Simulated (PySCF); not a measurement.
**Tm (thulium, neutral): UHF calculation**

Configuration: [Xe] 4f12 5d1 6s2, one real determinant (an excited configuration). Calculation: PySCF 2.14, in cc-pVDZ-X2C; the spin-free X2C one-electron Hamiltonian (Gaussian nucleus).

| Item | Value |
| --- | --- |
| Total energy | -13562.187203 hartree |
| One-electron energy | -18602.9466 hartree |
| Hartree (Coulomb) energy | 5325.5946 hartree |
| Exchange energy | -284.8353 hartree |
| ⟨S²⟩ | 3.7557 |
| ⟨L²⟩ | 30.084 |
| Sum of ⟨r⟩ | 44.94 bohr |
| Sum of ⟨r²⟩ | 78.53 bohr² |
| Traceless quadrupole moment −½Σ⟨3z² − r²⟩ along its main axis | -0.855 e·bohr² |
| Langevin diamagnetic susceptibility | -62.2 ×10⁻⁶ cm³/mol |

```tsv
shell	electrons	mean orbital energy (eV)	spread (eV)	rms radius, mean of both spins (bohr)
1s α	1	-59691.6	0	0.0227
1s β	1	-59691.6	0	0.0227
2s α	1	-10207.2	0	0.0917
2s β	1	-10207.0	0	0.0917
2p α	3	-9028.6	0.312	0.0829
2p β	3	-9028.5	0.229	0.0829
3s α	1	-2357.4	0	0.235
3s β	1	-2355.7	0	0.235
3p α	3	-1992.2	1.666	0.236
3p β	3	-1990.3	0.793	0.236
3d α	5	-1529.8	1.726	0.216
3d β	5	-1527.7	0.877	0.216
4s α	1	-500.52	0	0.529
4s β	1	-496.44	0	0.529
4p α	3	-377.57	2.621	0.563
4p β	3	-373.11	0.502	0.563
4d α	5	-209.41	3.166	0.616
4d β	5	-203.65	2.907	0.616
5s α	1	-70.745	0	1.31
5s β	1	-68.870	0	1.31
5p α	3	-38.656	1.624	1.55
5p β	3	-36.695	0.252	1.55
4f α	7	-23.206	2.934	0.837
4f β	5	-20.579	2.484	0.837
6s α	1	-6.181	0	4.10
5d α	1	-5.919	0	3.40
6s β	1	-5.511	0	4.10
```

⟨L²⟩ = 30.08 against 56 for a pure K term, so this real determinant mixes terms. Spin-orbit coupling, absent here, splits the open shell strongly.

Densities and radii are taken from the X2C orbitals without a picture-change correction, which distorts them close to the nucleus.

Spin-orbit constants ζ (cm⁻¹) from the X2C one-electron operator on these orbitals: bare nucleus, nucleus screened by l(l+1)(2l+1)/3 electrons, and screened by the Breit-Pauli mean field of the electrons.

```
shell     bare  screened nucleus  mean field
   2p  5019000           4873000         n/a
   3p  1070000           1039000         n/a
   3d   167700            143400         n/a
   4p   237500            230600         n/a
   4d    31590             27010         n/a
   4f     4934              2932         n/a
   5p    28970             28130         n/a
   5d     1303              1115         n/a
```

To first order the Landé constant is A = -591.9 cm⁻¹, so the lowest level has J = 17/2 and lies 0.771 eV below the centre of the term. This holds in LS coupling only.
